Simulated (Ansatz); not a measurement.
Total energies of `[H]/C=C/c1ccc(/C=C/c2ccc(/C=C/c3ccc(/C=C/c4ccc(/C=C/c5ccccc5)cc4)cc3)cc2)cc1` from Ansatz at PBE-D4/def2-SVP, gas phase (1 Eh = 27.2114 eV = 2625.5 kJ/mol). The reference geometry is relaxed at PBE-D4/def2-SVP.

```csv
state,geometry,energy (Eh)
charge 0 singlet,reference,-1540.50578
charge 1 doublet,reference,-1540.29069
charge -1 doublet,reference,-1540.57566
free H atom (doublet),–,-0.49863
free C atom (triplet),–,-37.75124
```

Single mean-field runs in def2-SVP are fitted with def2-universal-jkfit.

**Question.** Work out the vertical ionisation energy to the doublet.

**Answer.** E(charge 1 doublet) − E(charge 0 singlet) = -1540.29069 − (-1540.50578) = 0.21509 Eh = 5.85 eV. For comparison, −ε of the highest occupied level is 4.63 eV at this level, 1.22 eV less.

**Question.** Work out the vertical electron affinity, to the doublet.

**Answer.** E(charge 0 singlet) − E(charge -1 doublet) = -1540.50578 − (-1540.57566) = 0.06988 Eh = 1.90 eV. The basis lacks diffuse functions, which makes affinities too small.

**Question.** Give the fundamental gap IE − EA, the Mulliken electronegativity (IE + EA)/2 and the hardness (IE − EA)/2.

**Answer.** From the values in Eh: IE − EA = 0.21509 − 0.06988 = 0.14521 Eh = 3.95 eV; (IE + EA)/2 = 3.88 eV; (IE − EA)/2 = 1.98 eV. The HOMO–LUMO gap of the same run is 1.63 eV, 2.32 eV smaller than the fundamental gap.

**Question.** What is the binding energy per atom against free atoms?

**Answer.** Atoms: 32 × (-0.49863) + 40 × (-37.75124) = -1526.00576 Eh. Binding: -1526.00576 − (-1540.50578) = 14.50002 Eh = 394.57 eV, or 5.48 eV for each of 72 atoms (no zero-point energy, no counterpoise term).
